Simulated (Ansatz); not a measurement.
A nudged elastic band was laid between two geometries of F2H4Si2 + H2S (11 atoms, charge 0, multiplicity 1).

Method: RKS PBE/cc-pVDZ (Ansatz).

- movable images: 7
- climbing image: yes
- spring: 5.0 eV/Å²
- optimiser: quadratic models (default)
- start path: through a guess of the saddle point
- force threshold: 0.05 eV/Å
- iteration limit: 60
- end points: relaxed

Initial state:

```xyz
11
Properties=species:S:1:pos:R:3
Si -1.255 0.480 -0.110
Si -0.228 -1.245 1.121
F -0.867 0.320 -1.728
F -2.895 0.230 -0.025
H -1.017 1.914 0.271
H 2.855 0.414 -0.908
S 2.190 1.607 -0.930
H -0.515 -1.035 2.587
H -0.826 -2.556 0.678
H 1.262 -1.268 0.900
H 1.295 1.138 -1.854
```

Final state:

```xyz
11
Properties=species:S:1:pos:R:3
Si -1.122 1.605 -0.987
Si 0.735 -1.810 1.199
F -1.526 0.723 -2.323
F -1.271 0.541 0.275
H -2.098 2.724 -0.817
H 1.486 -0.938 0.220
S 0.872 2.362 -1.099
H 0.336 -0.993 2.398
H -0.478 -2.391 0.526
H 1.653 -2.927 1.632
H 1.414 1.105 -1.024
```

(1) Which bonds break or form, and what moves?

(2) What energy profile does the band end with?

(3) What is the geometry of the highest image?

(4) What are the harmonic wavenumbers there?

## Answers

(1) Bonds broken: Si1–Si2, H6–S7. Bonds formed: Si1–S7, Si2–H6. F2H4Si2 + H2S becomes F2H2SSi + H4Si.

(2) It converged. The highest image is number 4 of 0 to 8, 151.2 kJ/mol above the first end and 202.8 kJ/mol above the last; the last end lies 51.6 kJ/mol below the first. A vibrational analysis at the climbing image gives one clearly imaginary mode, 817i cm⁻¹: a first-order saddle point. The orbitals stay closed-shell, which can raise the energy where a bond breaks towards radicals; this wasn't checked here.

```tsv
image	path coordinate (Å)	energy (kJ/mol)	Si1–Si2 (Å)	H6–S7 (Å)	Si1–S7 (Å)
0	0.00	0.0	2.36	1.37	3.72
1	0.81	3.0	2.36	1.37	3.58
2	1.62	14.3	2.36	1.37	3.39
3	2.43	54.0	2.40	1.40	2.93
4	3.24	151.2	2.63	1.80	2.45
5	4.33	41.9	3.28	2.41	2.19
6	5.43	-28.5	3.88	2.68	2.14
7	6.53	-50.4	4.41	3.32	2.14
8	7.62	-51.6	4.46	3.61	2.14
```

(3) 
```xyz
11
Properties=species:S:1:pos:R:3
Si -0.743 0.837 -0.404
Si 0.153 -1.195 1.006
F -1.076 0.538 -1.999
F -2.109 0.049 0.225
H -0.906 2.162 0.270
H 0.822 0.230 0.034
S 1.534 1.541 -0.980
H -0.451 -0.892 2.347
H -0.550 -2.291 0.257
H 1.615 -1.548 1.171
H 1.712 0.570 -1.927
```

(4) 817i, 65, 153, 161, 176, 224, 261, 304, 310, 411, 453, 490, 579, 641, 755, 805, 855, 873, 905, 927, 951, 1389, 2133, 2173, 2197, 2200, 2604 cm⁻¹.

The run took 4 min on 2 threads of AMD EPYC 7B13 (Zen 3), on a shared host, peak memory 0.19 GiB.
